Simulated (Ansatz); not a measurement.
Reaction (SMILES): Br[Si]Br (closed-shell singlet) → 2 Br atom + Si atom
B3LYP-D3(BJ)/def2-TZVP geometries, fixed; electronic energies without zero-point terms.

Basis-set convergence of the atomisation energy at B3LYP with Ansatz (a program for electronic structure). Cartesian d functions, on some or all atoms, in 6-31G, 6-311G**; all else is spherical. The program fits the integrals of some runs and decomposes those of others, by size. Open shells are unrestricted. No added dispersion term, no relativity. Functions are those of the species that has most. Reference: the value in aug-cc-pV(5+d)Z, 173.50 kcal/mol, itself unsure by roughly 0.16 kcal/mol (its mean distance from pcseg-4, aug-pcseg-3, aug-cc-pV(Q+d)Z). Deviations are taken from unrounded values. Cost is core time over that of cc-pV(T+d)Z, rough, on shared machines of one kind; a dash marks a row that isn't timed (too short, read off another run, short of memory, by another algorithm or on other hardware).

```
basis            functions  atomisation energy (kcal/mol)  minus reference (kcal/mol)  cost
---------------  ---------  -----------------------------  --------------------------  ----
STO-3G                  45                         223.11                       49.61     -
pcseg-0                 57                         137.21                      -36.29     -
6-31G                   71                         137.80                      -35.70     -
def2-SVPD              106                         171.45                       -2.05  0.7×
6-311G**               115                         166.91                       -6.59  0.7×
cc-pV(T+d)Z            125                         173.23                       -0.27    1×
def2-TZVPD             157                         173.43                       -0.06    1×
aug-cc-pV(T+d)Z        173                         173.13                       -0.36    2×
def2-QZVP              220                         173.41                       -0.09    1×
def2-QZVPP             248                         173.38                       -0.12    2×
aug-cc-pV(Q+d)Z        275                         173.43                       -0.07    3×
pcseg-4                327                         173.28                       -0.22    3×
aug-cc-pV(5+d)Z        416                         173.50                        0.00    5×
```
